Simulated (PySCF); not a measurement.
C₆H₅F.
SMILES with atom numbers: `[F:1][C@:2]12[CH:3]=[CH:4][C@H:5]1[CH:6]=[CH:7]2` (hydrogens: H8 on C3; H9 on C4; H10 on C5; H11 on C6; H12 on C7)

The same species was optimised twice, with GFN2-xTB and with PBE0-D3(BJ)/def2-SVP (PySCF), and the same property calculations (PySCF, gas phase) were run on both structures.

| coordinate | GFN2-xTB | PBE0-D3(BJ)/def2-SVP | change |
| --- | --- | --- | --- |
| C3=C4 (Å) | 1.330 | 1.342 | +0.012 |
| C6=C7 (Å) | 1.330 | 1.342 | +0.012 |
| C4–C5 (Å) | 1.515 | 1.525 | +0.010 |
| C5–C6 (Å) | 1.515 | 1.525 | +0.010 |
| F1–C2 (Å) | 1.363 | 1.357 | -0.006 |
| C2–C7 (Å) | 1.515 | 1.520 | +0.005 |
| C2–C3 (Å) | 1.515 | 1.520 | +0.005 |
| C2–C5 (Å) | 1.557 | 1.555 | -0.002 |
| C3–C2–C7 (°) | 115.6 | 119.1 | +3.5 |
| C4–C5–C6 (°) | 113.7 | 117.1 | +3.4 |
| F1–C2–C5 (°) | 124.3 | 122.8 | -1.5 |
| F1–C2–C7 (°) | 118.4 | 117.0 | -1.4 |
| F1–C2–C3 (°) | 118.3 | 117.3 | -1.0 |
| C3–C2–C5 (°) | 86.2 | 86.6 | +0.4 |
| C5–C6–C7 (°) | 94.8 | 94.4 | -0.4 |
| C5–C2–C7 (°) | 86.1 | 86.5 | +0.4 |

Rotational constants: A = 4122, B = 3593, C = 2489 MHz (GFN2-xTB) against A = 3980, B = 3664, C = 2462 MHz (PBE0-D3(BJ)/def2-SVP). Point groups within 0.08 Å: Cs and Cs.

On the GFN2-xTB structure: HOMO (eV) -7.34 [PBE0/pcSseg-1]; LUMO (eV) -0.93 [PBE0/pcSseg-1]; dipole (D) 1.95 [PBE0/pcSseg-1]; GIAO shielding of F1 (ppm) 374.8 [PBE0/pcSseg-1]; GIAO shielding of C2 (ppm) 82.0 [PBE0/pcSseg-1]; GIAO shielding of C3/C7 (mean) (ppm) 34.4 [PBE0/pcSseg-1]; GIAO shielding of C4/C6 (mean) (ppm) 28.4 [PBE0/pcSseg-1]; GIAO shielding of C5 (ppm) 125.0 [PBE0/pcSseg-1].

Task: What do these properties become on the PBE0-D3(BJ)/def2-SVP structure?

Result: 
```
                                    property          level  on GFN2-xTB  on PBE0-D3(BJ)/def2-SVP  change
                                   HOMO (eV)  PBE0/pcSseg-1        -7.34                    -7.44   -0.10
                                   LUMO (eV)  PBE0/pcSseg-1        -0.93                    -0.94   -0.01
                                  dipole (D)  PBE0/pcSseg-1         1.95                     1.94   -0.01
energy, GFN2-xTB geometry as zero (kcal/mol)  PBE0/pcSseg-1          0.0                     -1.3    -1.3
                  GIAO shielding of F1 (ppm)  PBE0/pcSseg-1        374.8                    369.9    -4.9
                  GIAO shielding of C2 (ppm)  PBE0/pcSseg-1         82.0                     83.0    +1.0
        GIAO shielding of C3/C7 (mean) (ppm)  PBE0/pcSseg-1         34.4                     32.2    -2.2
        GIAO shielding of C4/C6 (mean) (ppm)  PBE0/pcSseg-1         28.4                     26.1    -2.3
                  GIAO shielding of C5 (ppm)  PBE0/pcSseg-1        125.0                    122.9    -2.1
```

The heavy atoms differ by 0.030 Å rms after alignment. Among bonds between heavy atoms C3=C4 and C6=C7 change most and about equally (+0.012 Å). Changes are differences of the printed values. Neither structure is proved a minimum here.
